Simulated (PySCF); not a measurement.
CH7Ge3N.
SMILES: `N#[C][GeH2][GeH2][GeH3]`

Method used: PySCF 2.14.0, density-fitted response routines, TDDFT wB97X-D/def2-SVPD, vertical, gas phase, core orbitals frozen in the response. The structure is a single PBE0-D3(BJ)/def2-SVP conformer in the gas phase; no vibrational or solvent corrections. The wB97X-D/def2-SVPD calculation is non-relativistic and has no spin–orbit coupling, an omission that weighs most on germanium. Torsions of this conformer, `[N:1]#[C:2][GeH2:3][GeH2:4][GeH3:5]`: C2–Ge3–Ge4–Ge5 50°.

Task: What does the calculation give for the low-lying excited states?

Result: 

```csv
state,E (eV),ν̃ (cm⁻¹),f,"main configurations (H = HOMO, L = LUMO)"
S1,6.82,55020,0.133,"H→L+3 (30%), H→L (29%), H→L+1 (10%)"
S2,6.96,56170,0.285,"H→L (47%), H→L+1 (34%)"
S3,6.97,56230,0.127,"H→L+3 (37%), H→L+1 (21%), H→L (13%)"
S4,7.21,58170,0.0052,"H→L+4 (20%), H→L+2 (14%), H→L+1 (13%)"
S5,7.31,58960,0.051,H→L+2 (62%)
S6,7.37,59440,0.021,"H-2→L+1 (17%), H→L+4 (16%), H-2→L (10%)"
S7,7.48,60320,0.098,"H-1→L (24%), H-1→L+1 (10%), H-2→L+3 (9%)"
S8,7.55,60920,0.028,"H-1→L (33%), H-1→L+1 (20%), H→L+4 (12%)"
S9,7.66,61740,0.182,"H→L+5 (19%), H→L+4 (16%), H-1→L+2 (14%)"
S10,7.81,62980,0.051,H→L+5 (42%)
```

Triplets (Tamm–Dancoff): T1 5.88 eV, H→L (18%); T2 6.05 eV, H→L (64%), H→L+1 (14%); T3 6.37 eV, H→L+1 (29%), H-2→L+3 (16%); T4 6.41 eV, H→L+3 (42%), H-1→L+3 (10%).

The lowest singlet comes at 182 nm (658 kJ/mol) in the vacuum ultraviolet; it is of moderate strength; its leading configuration is HOMO→LUMO+3 (30%). The strongest level in the table is S2 at 6.96 eV (178 nm, f = 0.285). S2/S3 lie within about 0.01 eV of each other. Löwdin shares by element: HOMO germanium 72%, hydrogen 5% or more (atoms not listed hold the other 23%); LUMO germanium 57%, hydrogen 9% or more (atoms not listed hold the other 34%). Weighted by f, the mean energy of these states is 7.21 eV. The listed states span 0.99 eV, and the widest gap between neighbours is 0.24 eV (S3 to S4). Of the 10 states listed, 9 reach f = 0.01 and none stays under 0.0005. No computed singlet lies in the visible range (380 to 750 nm); the lowest, at 182 nm, stands 3.56 eV above its violet end (3.26 eV). The vertical ionisation energy (ΔSCF) is 10.08 eV, 2.27 eV above S10. The window holds the lowest 10 singlets.
